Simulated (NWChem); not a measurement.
System: SeF₄; SMILES F[Se](F)(F)F

Parts of the log:

```
             Northwest Computational Chemistry Package (NWChem) 7.3.0
             --------------------------------------------------------

 C2V symmetry detected

                             Geometry "geometry" -> ""
                             -------------------------

 Output coordinates in angstroms (scale by  1.889725989 to convert to a.u.)

  No.       Tag          Charge          X              Y              Z
 ---- ---------------- ---------- -------------- -------------- --------------
    1 Se                  34.0000     0.00000000     0.00000000     0.32516537
    2 F                    9.0000     0.00000000     1.77033808     0.15939037
    3 F                    9.0000     1.31121920     0.00000000    -0.77359163
    4 F                    9.0000     0.00000000    -1.77033808     0.15939037
    5 F                    9.0000    -1.31121920     0.00000000    -0.77359163

 Effective nuclear repulsion energy (a.u.)     471.5630787543

      Symmetry information
      --------------------

 Group name             C2v
 Group number             16
 Group order               4
 No. of unique centers     3

  xc_inp: hfexch multiplicative factor not found.

                                 NWChem DFT Module
                                 -----------------

 Summary of "ao basis" -> "ao basis" (spherical)
 ------------------------------------------------------------------------------
       Tag                 Description            Shells   Functions and Types
 ---------------- ------------------------------  ------  ---------------------
 Se                          sto-3g                  8       18   4s3p1d
 F                           sto-3g                  3        5   2s1p

      Symmetry analysis of basis
      --------------------------

        a1         17
        a2          3
        b1          9
        b2          9

            General Information
            -------------------
          SCF calculation type: DFT
          Wavefunction type:  closed shell.
          No. of atoms     :     5
          No. of electrons :    70
           Alpha electrons :    35
            Beta electrons :    35
          Charge           :     0
          Spin multiplicity:     1
          Use of symmetry is: on ; symmetry adaption is: on
          Maximum number of iterations: 150
          AO basis - number of functions:    38
                     number of shells:    20
          Convergence on energy requested:  1.00D-06
          Convergence on density requested:  1.00D-05
          Convergence on gradient requested:  5.00D-04

              XC Information
              --------------
                     Hartree-Fock (Exact) Exchange  1.000

      Superposition of Atomic Density Guess
      -------------------------------------

 Sum of atomic energies:       -2765.51668120

      Non-variational initial energy
      ------------------------------

 Total energy =   -2765.256114
 1-e energy   =   -4823.717620
 2-e energy   =    1586.898427
 HOMO         =      -0.184934
 LUMO         =       0.217699

      Symmetry analysis of molecular orbitals - initial
      -------------------------------------------------

  Numbering of irreducible representations:

     1 a1          2 a2          3 b1          4 b2

  Orbital symmetries:

     1 a1          2 a1          3 b2          4 b1          5 a1
     6 a1          7 b1          8 b2          9 a1         10 a1
    11 b2         12 b1         13 a1         14 b1         15 a1
    16 a1         17 b2         18 a2         19 a1         20 b2
    21 b1         22 a1         23 a1         24 b2         25 b1
    26 a1         27 a2         28 a1         29 b2         30 b1
    31 a1         32 b1         33 b2         34 a2         35 a1
    36 b1         37 a1         38 b2

   convergence    iter        energy       DeltaE   RMS-Dens  Diis-err
 ---------------- ----- ----------------- --------- --------- ---------
 d= 0,ls=0.0,diis     1  -2765.2335585767 -3.24D+03  3.28D-02  6.07D-01
 d= 0,ls=0.0,diis     2  -2765.4031439027 -1.70D-01  5.49D-03  1.86D-02
 d= 0,ls=0.0,diis     3  -2765.4094506077 -6.31D-03  4.19D-03  2.50D-03
 d= 0,ls=0.0,diis     4  -2765.4109107521 -1.46D-03  5.36D-04  5.12D-05
 d= 0,ls=0.0,diis     5  -2765.4109403518 -2.96D-05  1.44D-04  3.80D-06
  Resetting Diis
 d= 0,ls=0.0,diis     6  -2765.4109425196 -2.17D-06  4.84D-05  3.85D-07
 d= 0,ls=0.0,diis     7  -2765.4109427608 -2.41D-07  7.52D-06  3.13D-08

         Total DFT energy =    -2765.410942760762
      One electron energy =    -4813.727514562631
           Coulomb energy =     1704.461173767320
    Exchange-Corr. energy =     -127.707680719742
 Nuclear repulsion energy =      471.563078754290

 Numeric. integr. density =        0.000000000000

                  Occupations of the irreducible representations
                  ----------------------------------------------

                     irrep           alpha         beta
                     --------     --------     --------
                     a1               16.0         16.0
                     a2                3.0          3.0
                     b1                8.0          8.0
                     b2                8.0          8.0

                       DFT Final Molecular Orbital Analysis
                       ------------------------------------

 Vector   33  Occ=2.000000D+00  E=-4.066323D-01  Symmetry=b1
              MO Center=  1.9D-17,  7.9D-13,  2.4D-02, r^2= 3.4D+00
   Bfn.  Coefficient  Atom+Function         Bfn.  Coefficient  Atom+Function
  ----- ------------  ---------------      ----- ------------  ---------------
    21      0.657207  2 F  px                31      0.657207  4 F  px
    26      0.199021  3 F  px                36      0.199021  5 F  px
    28     -0.175200  3 F  pz                38      0.175200  5 F  pz

 Vector   34  Occ=2.000000D+00  E=-3.887576D-01  Symmetry=a1
              MO Center= -1.4D-13, -8.8D-15,  7.0D-03, r^2= 3.3D+00
   Bfn.  Coefficient  Atom+Function         Bfn.  Coefficient  Atom+Function
  ----- ------------  ---------------      ----- ------------  ---------------
    23      0.558060  2 F  pz                33      0.558060  4 F  pz
    28      0.278197  3 F  pz                38      0.278197  5 F  pz
    22      0.238032  2 F  py                32     -0.238032  4 F  py
    26     -0.187253  3 F  px                36      0.187253  5 F  px
    13     -0.186052  1 Se pz                10     -0.174874  1 Se s

 Vector   35  Occ=2.000000D+00  E=-2.589079D-01  Symmetry=a1
              MO Center= -2.4D-15,  2.2D-17,  2.8D-01, r^2= 3.0D+00
   Bfn.  Coefficient  Atom+Function         Bfn.  Coefficient  Atom+Function
  ----- ------------  ---------------      ----- ------------  ---------------
    22      0.573554  2 F  py                32     -0.573554  4 F  py
    13      0.470399  1 Se pz                10      0.299963  1 Se s
    23     -0.234117  2 F  pz                33     -0.234117  4 F  pz
    26     -0.193836  3 F  px                36      0.193836  5 F  px
     9     -0.126525  1 Se pz                 6     -0.061849  1 Se s

 Vector   36  Occ=0.000000D+00  E= 2.504188D-01  Symmetry=b1
              MO Center= -1.5D-17,  5.8D-17,  3.9D-02, r^2= 1.9D+00
   Bfn.  Coefficient  Atom+Function         Bfn.  Coefficient  Atom+Function
  ----- ------------  ---------------      ----- ------------  ---------------
    11      0.968628  1 Se px                28     -0.424560  3 F  pz
    38      0.424560  5 F  pz                26      0.301854  3 F  px
    36      0.301854  5 F  px                 7     -0.244952  1 Se px
    25     -0.238635  3 F  s                 35      0.238635  5 F  s
    21     -0.188201  2 F  px                31     -0.188201  4 F  px

 Vector   37  Occ=0.000000D+00  E= 3.725075D-01  Symmetry=a1
              MO Center= -7.2D-17, -1.2D-17, -3.6D-01, r^2= 1.8D+00
   Bfn.  Coefficient  Atom+Function         Bfn.  Coefficient  Atom+Function
  ----- ------------  ---------------      ----- ------------  ---------------
    13      0.748341  1 Se pz                10     -0.674534  1 Se s
    26     -0.473038  3 F  px                36      0.473038  5 F  px
    22     -0.334650  2 F  py                32      0.334650  4 F  py
    25      0.293729  3 F  s                 35      0.293729  5 F  s
    28      0.275304  3 F  pz                38      0.275304  5 F  pz

 Vector   38  Occ=0.000000D+00  E= 4.113011D-01  Symmetry=b2
              MO Center=  3.6D-17, -5.9D-17,  2.7D-01, r^2= 2.1D+00
   Bfn.  Coefficient  Atom+Function         Bfn.  Coefficient  Atom+Function
  ----- ------------  ---------------      ----- ------------  ---------------
    12      1.004379  1 Se py                22      0.572136  2 F  py
    32      0.572136  4 F  py                20     -0.297631  2 F  s
    30      0.297631  4 F  s                  8     -0.250355  1 Se py
    27     -0.150900  3 F  py                37     -0.150900  5 F  py
     4      0.080421  1 Se py                23     -0.060534  2 F  pz

     Multipole analysis of the density
     ---------------------------------

     L   x y z        total         alpha         beta         nuclear
     -   - - -        -----         -----         ----         -------
     0   0 0 0     -0.000000    -35.000000    -35.000000     70.000000

     1   1 0 0      0.000000      0.000000      0.000000      0.000000
     1   0 1 0      0.000000      0.000000      0.000000      0.000000
     1   0 0 1      0.317983      0.158992      0.158992      0.000000

     2   2 0 0    -24.642581    -67.578733    -67.578733    110.514885
     2   1 1 0      0.000000      0.000000      0.000000      0.000000
     2   1 0 1      0.000000      0.000000      0.000000      0.000000
     2   0 2 0    -30.073698   -115.765403   -115.765403    201.457109
     2   0 1 1     -0.000000     -0.000000     -0.000000      0.000000
     2   0 0 2    -24.436261    -38.687204    -38.687204     52.938147

[...]
```

Level: Hartree-Fock/STO-3G, vertical spin-unrestricted ions. All runs use the structure optimised with PBE0/def2-SVP.

Question: Which NWChem input produces such a log?

Answer: One answer among several that fit: the input that was run:
```
start job
memory heap 200 mb stack 900 mb global 1100 mb
geometry units angstroms noautoz
  Se    -0.000000     0.000000     0.324874
  F      0.610979     1.661566     0.159099
  F      1.230656    -0.452528    -0.773883
  F     -0.610979    -1.661566     0.159099
  F     -1.230656     0.452528    -0.773883
end
basis spherical
  * library sto-3g
end
dft
  xc hfexch
  iterations 150
  vectors input atomic output neutral.movecs
end
task dft energy
charge 1
dft
  odft
  mult 2
  vectors input atomic output cation.movecs
end
task dft energy
```
